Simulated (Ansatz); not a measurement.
`[ZnH][SiH]1N[SiH2]1`, charge 0, multiplicity 1.

Task: Give a relaxed structure at PBE0-D4/def2-TZVP (the Gaussian-basis code of Ansatz). (An estimate is asked.)

Result: Computed: 
```xyz
9

Zn   -1.946    1.233   -1.237
Si   -0.103   -0.210   -0.853
N    -0.006   -1.007    0.706
Si    1.347    0.042    0.849
H    -3.136    2.217   -1.430
H     0.346   -1.059   -2.002
H    -0.470   -1.747    1.203
H     1.272    1.113    1.880
H     2.697   -0.582    0.886
```
This is one stationary point; other conformers may exist.
